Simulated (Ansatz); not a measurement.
The cluster Ag₄. Total charge 0; singlet. Geometry PBE-D4/def2-SVP, basis def2-TZVP, Ansatz.

```xyz
4

Ag    0.942   -0.873    2.045
Ag   -1.181    0.055    0.568
Ag   -0.942    0.872   -2.046
Ag    1.182   -0.054   -0.567
```

```csv
run,HOMO (eV),LUMO (eV)
A,-6.22,-0.97
B,-4.49,-3.65
C,-4.45,-3.43
D,-4.60,-3.13
E,-6.24,-1.13
F,-4.85,-3.15
```

In the def2 sets Ag takes a core potential; there is no spin–orbit coupling. B3LYP takes the VWN-RPA correlation. The structure comes from a short search, and lower isomers may exist.

Task: The runs used B3LYP, PBE, r2SCAN, r2SCANh, ωB97M-V, ωB97X-V. Estimate which is which.

Result: A ωB97X-V (range-separated); B PBE (0 % exact exchange); C r2SCAN (0 % exact exchange); D r2SCANh (10 % exact exchange); E ωB97M-V (range-separated); F B3LYP (20 % exact exchange). Exact exchange lowers occupied and raises empty levels; among semilocal functionals meta-GGAs tend to open the gap a little, and such runs are hard to tell apart. The gap grows from 0.84 eV (PBE) to 5.25 eV (ωB97X-V).
